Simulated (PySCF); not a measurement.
Sm(26+): ionisation energy

Sm(26+) [Kr] → Sm(27+) [Ar] 3d10 4s2 4p5 [4p1/2^2 4p3/2^3, M_J = 3/2], as a difference of total energies. Calculation: PySCF 2.14, in an uncontracted even-tempered set (17 s from 2.1 bohr⁻², ratio 2.8; 14 p from 2.7 bohr⁻², ratio 2.8; 9 d from 4.8 bohr⁻², ratio 2.8; 4 f from 15 bohr⁻², ratio 3); the two-component X2C-1e Hamiltonian. Correlated levels: [Ne] frozen; the 90 highest virtual spinors dropped. "Screened" scales the spin-orbit matrix elements by Boettger's factors to mimic the two-electron term; Breit and QED terms are absent.

```json
{"method": "GHF (screened spin-orbit)", "ionisation energy (eV)": "972.95"}
{"method": "GMP2 (screened spin-orbit)", "ionisation energy (eV)": "974.25"}
```

Task: How much does correlation contribute at GMP2 (screened spin-orbit)?

Result: 974.25 − (972.95) = 1.30 eV, measured against GHF (screened spin-orbit).

Breit and QED terms and the two-electron picture change are absent.

For comparison: 976 ± 4 eV (theoretical estimate listed by NIST; NIST Atomic Spectra Database, ionization energies).
